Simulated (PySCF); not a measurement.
SiHCl₃, SMILES Cl[SiH](Cl)Cl.

Geometry: PBE-D3(BJ)/def2-SVP. The isomer is the one that the SMILES or the coordinates give; other isomers of the formula were not compared.

All values below come from PySCF with ωB97X/def2-TZVPD.

Gas-phase values at a fixed geometry.

The total energy comes out as -1670.89298 hartree, the point group comes out as C3v and the highest occupied level is -11.86 eV. The lowest empty level is 1.29 eV and the orbital gap comes out as 13.15 eV. The dipole moment is 0.95 D and the quadrupole, principal values (traceless, Buckingham form, about the centre of nuclear charge) is -1.13, -1.13, 2.26 D·Å. The mean static polarisability is 66.2 bohr³ (9.80 Å³). The polarisability, principal values comes out as 57.0, 70.7, 70.7 bohr³.
